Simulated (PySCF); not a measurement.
Computed shifts of a molecule C₂H₁₀Cl₂O₂Si₃, HF/pcSseg-1 (PySCF), GIAO, gas phase, equivalent atoms averaged, in ppm (number of nuclei): ²⁹Si: -5.6 (1), -24.1 (1), -43.8 (1). ¹³C: 2.4 (2). ¹H: 5.27 (1), 4.79 (3), 0.68 (3), 0.57 (3). References: ²⁹Si against TMS (σ = 393.8 ppm); ¹⁷O against H2O (σ = 333.0 ppm); ¹³C against TMS (σ = 192.6 ppm); ³⁵Cl against HCl (σ = 958.2 ppm); ¹H against TMS (σ = 31.99 ppm), references at their B3LYP-D3(BJ)/def2-TZVP geometries, non-relativistic (without spin–orbit terms, shifts of atoms bonded to Cl or Br come out too high). The structure is a stationary point at B3LYP-D3(BJ)/def2-SVP. Other conformers were not sampled.

Pick the molecule that these values belong to.
A. C[Si](C)(O[SiH2]Cl)O[SiH2]Cl
B. C[SiH](C)O[SiH2]O[SiH](Cl)Cl
C. C[Si](C)(O[SiH3])O[SiH](Cl)Cl

C, C[Si](C)(O[SiH3])O[SiH](Cl)Cl
